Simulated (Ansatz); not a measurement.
Reaction (hydrogenolysis of the Si–O bond): `C[SiH](C)O[SiH3]` + H₂ → `C[SiH2]C` + `O[SiH3]`

Computed with Ansatz on PBE0-D4/def2-TZVP structures; ΔE is electronic, products minus reactants. CCSD(T)/CBS is the MP2 limit (def2-TZVPP, def2-QZVPP) plus CCSD(T) − MP2 in def2-TZVPP, frozen cores. This one scheme is used for every species. DFT in def2-TZVPP. One conformer a species, not always the lowest.

`C[SiH](C)O[SiH3]`:

Cartesian coordinates in Å:
```
C -1.432 0.830 1.459
Si 0.107 0.440 0.491
C 0.341 1.610 -0.939
O -0.026 -1.102 -0.069
Si 0.769 -2.354 -0.742
H -1.560 0.128 2.286
H -2.318 0.769 0.822
H -1.382 1.839 1.876
H 1.300 0.510 1.385
H -0.515 1.574 -1.618
H 0.447 2.638 -0.583
H 1.237 1.359 -1.511
H -0.172 -3.493 -0.876
H 1.284 -1.985 -2.089
H 1.919 -2.763 0.109
```

H₂:

Cartesian coordinates in Å:
```
H 0.107 0.115 -0.339
H -0.107 -0.115 0.339
```

`C[SiH2]C`:

Z-matrix (Å, degrees):
```
C
Si 1 1.872
H 1 1.093 2 110.9
H 1 1.092 2 111.0 3 120.0
H 1 1.093 2 110.9 3 -120.0
C 2 1.872 1 111.5 3 60.0
H 2 1.491 1 109.5 3 -178.7
H 2 1.491 1 109.5 3 -61.3
H 6 1.092 2 111.0 1 -180.0
H 6 1.093 2 110.9 1 -60.0
H 6 1.093 2 110.9 1 60.0
```

`O[SiH3]`:

```xyz
6

O    -0.791   -0.225    0.983
Si    0.094    0.133   -0.360
H    -0.344   -0.658    1.711
H     1.220    1.055   -0.047
H    -0.844    0.786   -1.302
H     0.666   -1.092   -0.984
```

```csv
level,ΔE (kcal/mol)
PBE-D4,21.6
PBE0-D4,22.2
ωB97M-V,23.8
B2PLYP,23.0
```

Task: What does CCSD(T)/CBS give? (Estimate.)

Result: The calculation gave: +24.2 kcal/mol. The listed levels differ from it by -2.6, -2.0, -0.4, -1.2 kcal/mol.

Largest T1 diagnostic among the species: 0.011.

The D4 term adds +3.2 kcal/mol with B3LYP and +1.9 kcal/mol with PBE0; it sums over pairs of atoms, weighted by their polarisabilities, and B3LYP, whose exchange is more repulsive, gets the larger term. In def2-TZVPP, CCSD(T) changes the Hartree–Fock value by +1.2 kcal/mol (the triples alone add +0.5 kcal/mol) and MP2 by +2.6 kcal/mol. From PBE to PBE0 (25 % exact exchange), in def2-TZVPP and without D4, ΔE moves by +0.7 kcal/mol.

B3LYP here is the variant with VWN-RPA as its local correlation; programs differ in this.
